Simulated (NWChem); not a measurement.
Molecule: CdGeH₄O; SMILES [OH][Cd][GeH3]

```xyz
7

Cd    -0.6559     0.6633     0.0003
O     -1.0535     2.6029    -0.0010
H     -0.2636     3.1548     0.0049
Ge    -0.2387    -1.8124     0.0020
H      1.2632    -2.1132    -0.1759
H     -0.6854    -2.4667     1.3242
H     -0.9885    -2.5208    -1.1433
```
Atoms are numbered in this order, from 1.

Level: PBE0/def2-SVP with def2 effective core potentials on Cd (NWChem), optimised geometry, unscaled harmonic frequencies. def2 effective core potentials on Cd; no spin-orbit coupling.

Question: List the harmonic frequencies with IR intensities, and the thermochemistry.

Answer: 
```csv
frequency (cm⁻¹),IR intensity (km/mol)
20,89.7
95,4.4
98,8.5
217,0.1
423,3.8
425,3.3
596,120.7
703,38.3
789,236.6
889,35.7
890,36.7
2138,82.4
2144,110.3
2146,110.0
3896,46.7
```

* **zero-point energy**: 22.1 kcal/mol
* **thermal correction to the enthalpy at 298.15 K (with zero-point energy)**: 27.0 kcal/mol
* **heat capacity Cv**: 20.1 cal/(mol K)
* **entropy at 298.15 K and 1 atm (symmetry number 1)**: 86.2 cal/(mol K)

Rigid rotor and harmonic oscillator; modes under 100 cm⁻¹ make the entropy uncertain.
